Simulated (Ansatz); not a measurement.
Reactions of CH3AlClFSi (`F[Si]1(Cl)[CH2][AlH]1`).

Computed with Ansatz on PBE0-D4/def2-TZVP structures; ΔE is electronic, products minus reactants. CCSD(T)/CBS adds triple-zeta CCSD(T) − MP2 to the extrapolated MP2 energy (def2 sets, frozen cores). This one scheme is used for every species, atoms too. No spin–orbit coupling; open shells (•) take unrestricted orbitals. Spin–orbit coupling would lower the free atoms: a little for Al, C, Cl, F, Si.

Question: Order these by ΔE at CCSD(T)/CBS, lowest first. (An estimate is asked.)
A. `F[Si]1(Cl)[CH2][AlH]1` + SiH₄ → `F[Si]1([SiH3])[CH2][AlH]1` + HCl
B. `F[Si]1(Cl)[CH2][AlH]1` + H₂ → `F[SiH]1[CH2][AlH]1` + HCl
C. `F[Si]1(Cl)[CH2][AlH]1` + H–F → `F[Si]1(F)[CH2][AlH]1` + HCl
D. `F[Si]1(Cl)[CH2][AlH]1` + H₂ → `Cl[SiH]1[CH2][AlH]1` + H–F
E. `F[Si]1(Cl)[CH2][AlH]1` → Al• + C• + Cl• + F• + 3 H• + Si•

Answer: C (-8.3 kcal/mol), B (+21.1 kcal/mol), A (+24.2 kcal/mol), D (+28.1 kcal/mol), E (+649.4 kcal/mol).

Largest T1 diagnostic: 0.018, for Al•.
